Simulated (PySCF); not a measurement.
Conformational energy of SMILES c1cc(C(C)C)cc(c1)OC (C10H14O). Scanned: dihedral C6–C7–C8–C9; all other coordinates were relaxed at GFN2-xTB.

Geometry of the scan point at 120° (Å):
```
25

C      3.8538     0.5099     0.9396
O      2.4760     0.7210     1.1196
C      1.6045     0.0736     0.2913
C      1.9716    -0.7901    -0.7332
C      0.9853    -1.3836    -1.5034
C     -0.3510    -1.1292    -1.2656
C     -0.7318    -0.2675    -0.2422
C     -2.1917     0.0150     0.0174
C     -2.5861    -0.4017     1.4354
C     -2.5061     1.4934    -0.2203
C      0.2544     0.3267     0.5257
H      4.1233    -0.5413     1.0872
H      4.1852     0.8334    -0.0529
H      4.3473     1.1164     1.6976
H      3.0076    -1.0071    -0.9405
H      1.2720    -2.0546    -2.3002
H     -1.1053    -1.6023    -1.8773
H     -2.7834    -0.5776    -0.6894
H     -2.3539    -1.4517     1.5995
H     -2.0495     0.1875     2.1743
H     -3.6533    -0.2547     1.5878
H     -3.5695     1.6792    -0.0850
H     -1.9555     2.1203     0.4763
H     -2.2297     1.7811    -1.2324
H      0.0077     1.0033     1.3286
```

Computed with restricted MP2 (frozen core)/3-21G // GFN2-xTB in PySCF 2.14.0.

Scanned values (°): -165, -150, -135, -120, -105, -90, -75, -60, -45, -30, -15, 0, 15, 30, 45, 60, 75, 90, 105, 120, 135, 150, 165, 180.

**Question.** Describe the profile: where are the wells and the tops?

**Answer.** Lower than their neighbours: -60° (0.0 kJ/mol), 120° (0.1 kJ/mol). Higher than their neighbours: -150° (12.7 kJ/mol), 30° (12.7 kJ/mol). The whole profile spans 12.7 kJ/mol.
